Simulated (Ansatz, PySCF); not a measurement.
Species: CH$_{4}$FSi, net charge 0, doublet state. It need not be the lowest isomer of its formula. 
Geometry from a B3LYP-D3(BJ)/def2-TZVP (Ansatz, a first-principles code) optimisation:
```
C
H 1 1.0905
H 1 1.0920 2 108.41
H 1 1.0939 2 108.45 3 117.59
Si 1 1.8716 2 111.59 3 -121.26
F 5 1.6164 1 108.46 2 -63.91
H 5 1.4917 6 106.54 1 120.11
```
Charge 0, spin multiplicity 2.

Dipole moments at this geometry, in debye (magnitudes).

```
level                    program  dipole (D)
-----------------------  -------  ----------
revPBE/def2-TZVPD         Ansatz        1.70
M06-L/def2-TZVPD           PySCF        1.68
r2SCAN/def2-TZVPD         Ansatz        1.74
B3LYP/def2-TZVPD          Ansatz        1.77
TPSSh/def2-TZVPD           PySCF        1.72
r2SCAN0/def2-TZVPD        Ansatz        1.79
PW6B95/def2-TZVPD          PySCF        1.79
CAM-B3LYP/def2-TZVPD      Ansatz        1.80
wB97X-V/def2-TZVPD        Ansatz         ___
CCSD(T)/aug-cc-pV(D+d)Z   Ansatz         ___
```

Problem. What belongs in the gaps?

Solution. 
- wB97X-V/def2-TZVPD, dipole (D): 1.78
- CCSD(T)/aug-cc-pV(D+d)Z, dipole (D): 1.74
